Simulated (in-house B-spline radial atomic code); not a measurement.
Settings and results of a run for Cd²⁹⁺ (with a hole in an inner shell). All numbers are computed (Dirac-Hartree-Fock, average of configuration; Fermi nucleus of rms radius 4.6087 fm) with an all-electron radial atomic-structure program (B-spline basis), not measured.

Command:
```bash
python run_scf.py task.json out
```
Settings (nuclear radius in fm, mass in u):
```
Z                48
configuration    1s2 2s1 2p6 3s2 3p6 3d2
hamiltonian      dirac
method           hf
spin_polarised   False
nucleus          fermi
rms_radius       4.6087
atomic_mass      113.90336
speed_of_light   137.035999084
```

Output (hartree, bohr):
```
 radial grid: 58 intervals, B-splines of order 8, outer radius 2.3232 bohr

 iter        energy (Eh)    residual
    1       -4842.337064    4.70e+00
    2       -4873.591977    5.27e-01
    3       -4873.826905    2.39e-01
    4       -4873.875051    1.08e-01
    5       -4873.887397    1.05e-02
    6       -4873.887505    6.46e-05
    7       -4873.887505    1.77e-06
    8       -4873.887505    5.42e-08

 total energy                     -4873.88751
 kinetic                            5127.7912
 electron-nucleus                 -10800.5732
 electron-electron                   798.8944

 first-order corrections (not in the total)
   Gaunt                             3.8264
   retardation                      -0.3819
   frequency dependence             -0.0363
   self-energy                       2.7491
   Uehling                          -0.3477
   Wichmann-Kroll                    0.0067
   recoil                            0.0171

 orbital      occ     eigenvalue          <r>       <r^2>       <1/r>       r_max    small
 1s1/2      2.000     -1043.0346     0.030392  0.00124942     50.6411     0.01968  3.10e-02
 2s1/2      1.000      -202.5249     0.129734    0.019895     11.8571      0.1106  6.69e-03
 2p1/2      2.000      -191.7817     0.109418   0.0146509     11.8181     0.08529  6.68e-03
 2p3/2      4.000      -184.4639     0.114333   0.0158699     11.0865      0.0895  6.42e-03
 3s1/2      2.000       -71.7986     0.325415     0.12073     4.61142      0.3053  2.34e-03
 3p1/2      2.000       -67.8013     0.312629    0.112845     4.49848       0.289  2.24e-03
 3p3/2      4.000       -66.1390     0.320631    0.118502     4.31794      0.2971  2.18e-03
 3d3/2      0.800       -60.8359     0.281225   0.0917839       4.229      0.2349  2.10e-03
 3d5/2      1.200       -60.4630     0.283693   0.0932759     4.18172      0.2371  2.09e-03
```

Cost of the run: 0.65 s on 1 thread of Arm Neoverse N1 (shared host).

For the Dirac Hamiltonian the kinetic term is c α·p + (β - 1)c².
